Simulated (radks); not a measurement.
Q: The fluorine ion F+, 8 electrons, occupied as [He] 2s2 2p4. Method: non-relativistic Kohn-Sham, exchange-only LDA, spin-polarised, spherical densities, point nucleus; open shells are filled with parallel spins first; computed with a radial shooting solver on a logarithmic mesh with Libxc functionals. Some entries of the table are withheld. Estimate them.

| orbital | occ. | eigenvalue (Ry) | <r> (bohr) |
|---|---|---|---|
| 1s up | 1 | (1) | 0.1777 |
| 1s down | 1 | (2) | 0.1772 |
| 2s up | 1 | (3) | 0.9623 |
| 2s down | 1 | (4) | 0.9859 |
| 2p up | 3 | -2.11050 | 0.9704 |
| 2p down | 1 | -1.77573 | 1.023 |

A: 
(1) 1s up eigenvalue (Ry): -49.78105
(2) 1s down eigenvalue (Ry): -49.62755
(3) 2s up eigenvalue (Ry): -3.46700
(4) 2s down eigenvalue (Ry): -3.13664
